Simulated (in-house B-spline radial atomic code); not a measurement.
Atomic self-consistent-field run: the bromine ion Br⁸⁺. Computed with a radial B-spline atomic code at the basis-set limit: non-relativistic BP86, spin-polarised, spherical fractional occupations, point nucleus.

Command:
```bash
python run_scf.py task.json out
```
Settings:
```
Z                35
configuration    [Ar] 3d9
hamiltonian      nr
method           b88,p86
spin_polarised   True
```

Output (hartree, bohr):
```
 radial grid: 44 intervals, B-splines of order 8, outer radius 7.931 bohr

 iter        energy (Eh)    residual
    1       -2523.004062    1.39e+00
    2       -2541.617002    1.03e+00
    3       -2553.201489    2.41e-01
    4       -2553.933149    4.82e-02
    5       -2553.947151    2.99e-02
    6       -2553.958432    1.71e-03
    7       -2553.958442    5.37e-05
    8       -2553.958442    2.69e-06
    9       -2553.958442    3.27e-08

 total energy                     -2553.95844
 kinetic                            2552.7120
 electron-nucleus                  -5956.5308
 Hartree                             937.0031
 exchange-correlation                -87.1428

 orbital      occ     eigenvalue          <r>       <r^2>       <1/r>     <1/r^2>     <1/r^3>       r_max
 1s up      1.000      -486.7277      0.04368  0.00255493     34.5021     2392.87           -     0.02885
 1s down    1.000      -486.7275    0.0436799  0.00255491     34.5022     2392.88           -     0.02885
 2s up      1.000       -67.4010     0.193637   0.0441283     7.64932     238.779           -       0.163
 2s down    1.000       -67.3595     0.193572   0.0440981     7.65227     238.955           -      0.1629
 2p up      3.000       -61.3128     0.167083   0.0341001     7.62837     79.2837      1266.4       0.129
 2p down    3.000       -61.2824     0.167013   0.0340696     7.63099      79.331     1267.37       0.129
 3s up      1.000       -13.7590     0.554022    0.351818     2.56442     40.4232           -      0.4906
 3s down    1.000       -13.7005     0.554579    0.352547     2.56096     40.2999           -      0.4909
 3p up      3.000       -11.6204     0.556424    0.360676     2.46232     13.0891     189.774      0.4811
 3p down    3.000       -11.5615     0.557185    0.361702     2.45835     13.0457     189.031      0.4814
 3d up      5.000        -7.8087     0.553717    0.371461     2.24838     6.50697     25.3399      0.4215
 3d down    4.000        -7.7460     0.555388    0.373949     2.24332     6.48288     25.2281      0.4223
```

Cost of the run: 0.09 s on 1 thread of Arm Neoverse V2, on a shared host.
